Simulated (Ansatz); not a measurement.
# Multireference treatment of C, triplet

Computed with Ansatz's Gaussian-basis code (development build). Basis aug-cc-pVTZ, nonrelativistic, no frozen core. State-specific CASSCF; RHF is the lowest restricted (open-shell) Hartree–Fock solution met. Solutions may break the symmetry of the shape. The lowest solution met needn't be the lowest there is, nor hold the orbitals that a chemist would pick.

System: a free atom or ion.

Problem. What do CASSCF and its corrections give against RHF in CAS(4,4), and what are the occupations?

Solution. CASSCF -0.521 eV, SC-NEVPT2 -2.421 eV; occupations 1.95, 1.00, 1.00, 0.05.
